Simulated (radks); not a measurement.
The numbers below are computed, except where a source is named.
Q: The mean radii <r> (bohr) of the occupied orbitals of an atom or ion are listed with their occupations. Code: a radial shooting solver on a logarithmic mesh with Libxc functionals. Model: scalar-relativistic Kohn-Sham, exchange-only LDA, spin-polarised, spherical densities, point nucleus.

orbital  occ.      <r>
1s up       1  0.02038
1s down     1  0.02038
2s up       1  0.08620
2s down     1  0.08616
2p up       3  0.07641
2p down     3  0.07635
3s up       1   0.2175
3s down     1   0.2178
3p up       3   0.2147
3p down     3   0.2150
3d up       5   0.1920
3d down     2   0.1924

Name the element and its charge. Open shells, if any, are filled with parallel spins first.

A: Z = 68, erbium, charge +43: Er43+ in [Ar] 3d7. The 1s radius gives Z: for a bare nucleus <r> = (2 gamma + 1)/(2Z) with gamma = sqrt(1 - (Z/c)^2), 0.02012 bohr for Z = 68, and screening makes it slightly larger (0.02038 here). The occupations add up to 25, and the charge is Z minus that.
